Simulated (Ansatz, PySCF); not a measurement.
Another site gives an ion 55035.58 eV lower (`O=[CH][GeH3]`) at the level PBE-D3(BJ)/def2-TZVP // TPSSh-D3(BJ)/def2-TZVP (PySCF).

These are frozen-core CCSD(T)/cc-pVTZ // TPSSh-D3(BJ)/def2-TZVP (Ansatz, an electronic-structure program) values and carry that method's errors.

Ansatz 0.2 input:
```yaml
crystal:
  periodic: [false, false, false]
  atoms:
    - { symbol: N, position_ang: [-0.67495, -0.001623, 0.153238] }
    - { symbol: C, position_ang: [0.651004, 0.002639, -0.138949] }
    - { symbol: O, position_ang: [1.535182, -0.260042, 0.648908] }
    - { symbol: H, position_ang: [-0.977779, -0.236386, 1.086087] }
    - { symbol: H, position_ang: [-1.365063, 0.225272, -0.542929] }
    - { symbol: H, position_ang: [0.846861, 0.275285, -1.192561] }
basis:
  gaussian: { orbitals: cc-pVTZ }
correlation:
  method: ccsd_t
```

Output:

```
Functional definition: HF
771 factors; integrals over basis functions are off by at most 9.5e-4 eV
mean field evaluation 1: about -4595.6996 eV, gradient 3.9e1 eV
mean field evaluation 2: about -4595.7024 eV, gradient 4.0e1 eV
mean field evaluation 4: about -4598.7010 eV, gradient 4.0e0 eV
mean field evaluation 8: about -4598.7523 eV, gradient 4.1e-1 eV
mean field evaluation 16: about -4598.6973 eV, gradient 4.0e0 eV
mean field -4598.75394283 eV, -169.0010902517 hartree, gradient 3.8e-6 eV, S^2 0.000000; 0 other end points of the search recorded, 0 dependent functions left out
3 core orbitals not correlated
reference -4598.75394283 eV, -169.0010902517 hartree; 9, 9 occupied and 120, 120 virtual orbitals, 771 factors
second order -16.44357025 eV of doubles, -0.00000000 eV of singles
cycle   1  -16.21418730 eV  change    2.3e-1 eV  update   9.8e-2
cycle   2  -16.62765127 eV  change   -4.1e-1 eV  update   3.1e-2
cycle   3  -16.73960348 eV  change   -1.1e-1 eV  update   1.7e-2
cycle   4  -16.72722822 eV  change    1.2e-2 eV  update   4.6e-3
cycle   5  -16.72336835 eV  change    3.9e-3 eV  update   2.1e-3
cycle   6  -16.72444878 eV  change   -1.1e-3 eV  update   6.5e-4
cycle   7  -16.72415740 eV  change    2.9e-4 eV  update   2.1e-4
cycle   8  -16.72400896 eV  change    1.5e-4 eV  update   6.4e-5
cycle   9  -16.72401734 eV  change   -8.4e-6 eV  update   2.7e-5
cycle  10  -16.72402024 eV  change   -2.9e-6 eV  update   9.7e-6
perturbative correction -0.70556412 eV, -0.0259290033 hartree
Total energy: -4616.18352720 eV, -169.6416156630 hartree
```

Cost: about 12 core-seconds (a rough figure).
